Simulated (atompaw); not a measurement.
# Varying the PAW (atompaw) potential for B

Base potential:

boron (B), PAW, made with atompaw 4.2.0.5 (PBE, scalar-relativistic). Core [He], reference 2s1 2p0 (charge +2). Waves: 2s (bound): rc 2.55 bohr; 2s channel at -1.9 Ry: rc 1.35 bohr; 2p (bound, empty): rc 2.55 bohr; 2p channel at -1.4 Ry: rc 2.55 bohr; 3d channel at -0.05 Ry: rc 2.55 bohr; 3d channel at 1.4 Ry: rc 2.55 bohr. Local part: bessel scheme, radius 2.40 bohr. Core correction: smooth core density matched at 2.15 bohr. Augmentation charge: sinc compensation charge, radius 2.00 bohr; PAW radius 2.55 bohr; waves and projectors: custom rrkj gramschmidtortho.

All-electron outer shells of the reference configuration (PBE, scalar-relativistic, ld1.x):

```json
{"shell": "2s", "level (eV)": "-31.48", "outermost node (bohr)": "0.45", "outermost maximum (bohr)": "1.37"}
{"shell": "2p", "level (eV)": "-25.49", "outermost node (bohr)": "–", "outermost maximum (bohr)": "1.26"}
```

Cutoffs, loose and tight: the cutoffs (Ry, on a coarse ladder) from which the occupation-weighted sum of valence levels, in a spherical-Bessel basis at the reference potential, stays within 10 and 1 mRy of its value at 400 Ry. They see the waves, projectors and local potential, not the compensation charge or the core. A dash means not determined.

For the base: The cutoffs count occupied waves only; the empty 2p level needs 10 Ry at the loose tolerance.

A true bound ghost makes a file unfit for plane-wave use even where its test errors are small: the radial tests pick states by their node count and pass the ghost by.

| change | outcome | cutoff, loose | cutoff, tight | bound ghosts |
| --- | --- | --- | --- | --- |
| base | generated | 6 Ry | 8 Ry | none |
| all radii scaled by about 0.75 (s 1.92, p 1.92, d 1.92 bohr); local potential bessel scheme, radius 1.80 bohr; augmentation sinc compensation charge, radius 1.50 bohr; PAW radius 1.92 bohr; waves and projectors: custom rrkj gramschmidtortho; core correction smooth core density matched at 1.62 bohr | failed: atompaw: The overlap operator has at least one negative eigenvalue! | – | – | – |
| all radii scaled by about 0.82 (s 2.10, p 2.10, d 2.10 bohr); local potential bessel scheme, radius 1.98 bohr; augmentation sinc compensation charge, radius 1.66 bohr; PAW radius 2.10 bohr; waves and projectors: custom rrkj gramschmidtortho; core correction smooth core density matched at 1.78 bohr | failed: atompaw: The overlap operator has at least one negative eigenvalue! | – | – | – |
| all radii scaled by about 0.89 (s 2.28, p 2.28, d 2.28 bohr); local potential bessel scheme, radius 2.14 bohr; augmentation sinc compensation charge, radius 1.78 bohr; PAW radius 2.28 bohr; waves and projectors: custom rrkj gramschmidtortho; core correction smooth core density matched at 1.92 bohr | failed: atompaw: The overlap operator has at least one negative eigenvalue! | – | – | – |
| all radii scaled by about 0.94 (s 2.40, p 2.40, d 2.40 bohr); local potential bessel scheme, radius 2.26 bohr; augmentation sinc compensation charge, radius 1.88 bohr; PAW radius 2.40 bohr; waves and projectors: custom rrkj gramschmidtortho; core correction smooth core density matched at 2.02 bohr | failed: atompaw: The overlap operator has at least one negative eigenvalue! | – | – | – |
| all radii scaled by about 1.04 (s 2.64, p 2.64, d 2.64 bohr); local potential bessel scheme, radius 2.48 bohr; augmentation sinc compensation charge, radius 2.06 bohr; PAW radius 2.64 bohr; waves and projectors: custom rrkj gramschmidtortho; core correction smooth core density matched at 2.22 bohr | generated | 6 Ry | 8 Ry | none |
| all radii scaled by about 1.09 (s 2.78, p 2.78, d 2.78 bohr); local potential bessel scheme, radius 2.62 bohr; augmentation sinc compensation charge, radius 2.18 bohr; PAW radius 2.78 bohr; waves and projectors: custom rrkj gramschmidtortho; core correction smooth core density matched at 2.34 bohr | generated | 6 Ry | 8 Ry | s |
| all radii scaled by about 1.16 (s 2.96, p 2.96, d 2.96 bohr); local potential bessel scheme, radius 2.80 bohr; augmentation sinc compensation charge, radius 2.32 bohr; PAW radius 2.96 bohr; waves and projectors: custom rrkj gramschmidtortho; core correction smooth core density matched at 2.50 bohr | generated | 6 Ry | 6 Ry | none |
| all radii scaled by about 1.24 (s 3.16, p 3.16, d 3.16 bohr); local potential bessel scheme, radius 2.98 bohr; augmentation sinc compensation charge, radius 2.48 bohr; PAW radius 3.16 bohr; waves and projectors: custom rrkj gramschmidtortho; core correction smooth core density matched at 2.66 bohr | generated | 6 Ry | 6 Ry | none |
| all radii scaled by about 1.29 (s 3.28, p 3.28, d 3.28 bohr); local potential bessel scheme, radius 3.10 bohr; augmentation sinc compensation charge, radius 2.58 bohr; PAW radius 3.28 bohr; waves and projectors: custom rrkj gramschmidtortho; core correction smooth core density matched at 2.78 bohr | generated | 6 Ry | 6 Ry | none |

Reading the sweep of the scale of all radii (base = 1) (base included, trends over the rows without a ghost): The loose cutoff stays near 6 Ry. Bound ghosts are found at 1.09. The generation fails at 0.75, 0.82, 0.89, 0.94.
